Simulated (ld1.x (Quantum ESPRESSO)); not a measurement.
## Transferability test, TM potential for tellurium (Te)

ld1.x (Quantum ESPRESSO) 7.5 input, shortened:

```
&input
   title='Te', zed=52., rel=1, dft='PBE', iswitch=3,
   config='[Kr] 4d10 5s2 5p4'
 /
 &inputp
   pseudotype=2, tm=.true., lloc=0,
   nlcc=.false.
 /
3
5P  2  1   4.00   0.00  1.75  1.75  0.0
4D  3  2  10.00   0.00  0.90  0.90  0.0
5S  1  0   2.00   0.00  1.85  1.85  0.0
 &test
   configts(1)='4d10 5s2 5p4'
 /
```

Energies are relative to the spin-unpolarised reference configuration 4d10 5s2 5p4; without spin polarisation the order of configurations can differ from experiment.

Give the all-electron excitation energy and the error of the potential for: 4d10 5s2 5p3; 4d10 5s2 5p2; 4d10 5s2 5p1; 4d10 5s1 5p4; 4d10 5s2 5p3.5; 4d9 5s2 5p5; 4d10 5s1 5p5.

| valence configuration | charge | ΔE all-electron (eV) | error AE − PS (meV) |
| --- | --- | --- | --- |
| 4d10 5s2 5p3 | +1 | 9.729 | -0.5 |
| 4d10 5s2 5p2 | +2 | 27.653 | +2.3 |
| 4d10 5s2 5p1 | +3 | 54.551 | +11 |
| 4d10 5s1 5p4 | +1 | 19.571 | +3.8 |
| 4d10 5s2 5p3.5 | +0.5 | 3.897 | -0.5 |
| 4d9 5s2 5p5 | 0 | 38.256 | -391 |
| 4d10 5s1 5p5 | 0 | 9.255 | +0.7 |
